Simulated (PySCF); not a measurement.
## Chemical shifts up a ladder of levels

System: perylene (C20H12), SMILES c1cc2cccc3c4cccc5cccc(c(c1)c23)c54.

Atom-mapped SMILES (hydrogens are numbered by the atom that bears them): [cH:1]1[cH:2][c:3]2[cH:4][cH:5][cH:6][c:7]3[c:8]4[cH:9][cH:10][cH:11][c:12]5[cH:13][cH:14][cH:15][c:16]([c:17]([cH:18]1)[c:19]23)[c:20]45

GIAO shifts in ppm, gas phase, PySCF SCF with an in-house response code; 1H, 13C and 29Si against isolated TMS and 19F against isolated CFCl3 at the same level and kind of geometry; averaged over atoms that symmetry or fast rotation interchanges.

| atom | KT3/pcSseg-1 on GFN2-xTB | PBE/pcSseg-1 on GFN2-xTB | KT3/pcSseg-2 on PBE0-D3(BJ) |
| --- | --- | --- | --- |
| C1/5/10/14 | 120.5 | 130.3 | 124.0 |
| C2/4/11/13 | 122.5 | 132.5 | 126.0 |
| C3/12 | 127.3 | 137.2 | 133.1 |
| C6/9/15/18 | 113.5 | 122.9 | 116.8 |
| C7/8/16/17 | 124.5 | 133.9 | 130.3 |
| C19/20 | 120.4 | 129.4 | 126.9 |
| H on 1/5/10/14 | 7.45 | 7.69 | 7.31 |
| H on 2/4/11/13 | 7.44 | 7.67 | 7.44 |
| H on 6/9/15/18 | 8.18 | 8.45 | 8.23 |

What are the shifts at PBE0/pcSseg-2 on PBE0-D3(BJ)?


```csv
atom,shift / ppm
C1/5/10/14,135.5
C2/4/11/13,137.8
C3/12,145.0
C6/9/15/18,128.4
C7/8/16/17,141.7
C19/20,138.4
H on 1/5/10/14,7.68
H on 2/4/11/13,7.85
H on 6/9/15/18,8.65
```
